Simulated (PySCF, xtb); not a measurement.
CH₁₀O₂Si₃, SMILES OC[Si](O)([SiH3])[SiH3].

GFN2-xTB (xtb) at its own geometry gives an orbital gap of 3.65 eV and a dipole moment of 2.55 D.

Geometry optimised at PBE0-D3(BJ)/def2-SVP. This is a generated structure with no PubChem entry under its InChIKey; it may be hypothetical. Other conformers were not sampled.

Task: What does HF/def2-TZVP in PySCF give? (Estimate from the structure and the level; the computed values follow.)

Result: gap 12.45 eV (levels -10.12 and 2.33 eV), dipole 2.07 D.
